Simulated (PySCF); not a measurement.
H₄F₂SSi₂, SMILES F[SiH](F)S[SiH3] (PBE0/def2-SVP optimised geometry):

```
9

Si    -1.451     0.361     3.034
S     -1.359    -1.371     1.726
Si    -0.572    -0.450     0.000
F     -1.003     1.109     0.000
F      1.039    -0.450     0.000
H     -0.163     1.109     3.000
H     -2.581     1.252     2.654
H     -1.682    -0.217     4.386
H     -1.039    -1.109    -1.234
```

Calculation: PySCF with PBE0/def2-TZVP.

**Question.** What are the frontier orbital energies and the dipole moment?

**Answer.** HOMO-2 -9.98 eV, HOMO-1 -9.40 eV, HOMO -8.10 eV, LUMO -0.48 eV, LUMO+1 0.20 eV; dipole moment 1.10 D.

Meta-Löwdin charges at PBE0/def2-TZVP: Si1 0.45, S2 -0.39, Si3 1.25, F4 -0.50, F5 -0.50, H6 -0.07, H7 -0.08, H8 -0.07, H9 -0.10.
